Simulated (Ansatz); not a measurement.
`C[SiH2][Se][SiH3]`. The species carries charge 0 and has multiplicity 1. Correlated methods include outer-core shells of Se, which these sets cover unevenly. Scalar relativity is left out up to krypton.

Z-matrix (Å, degrees):
```
C
Si 1 1.865
H 1 1.092 2 111.0
H 1 1.092 2 110.6 3 120.2
H 1 1.094 2 110.1 3 -119.8
Se 2 2.287 1 112.4 3 -61.3
H 2 1.485 1 111.1 3 -178.3
H 2 1.487 1 110.4 3 60.2
Si 6 2.273 2 95.3 1 72.9
H 9 1.486 6 111.5 2 -62.2
H 9 1.485 6 110.8 2 58.7
H 9 1.483 6 106.6 2 178.5
```

Problem. Give the diagnostics of a CCSD(T)/def2-TZVPP run (frozen core, Ansatz 0.2.0). (Best estimate.)

Solution. Ansatz gave: T1 = 0.0098, largest single amplitude 0.012, largest double 0.017, (T) share of the correlation energy 3.6 %, 8 CCSD cycles. The RHF solution is stable towards an unrestricted one. T1 lies under the customary mark of 0.02 for closed shells.
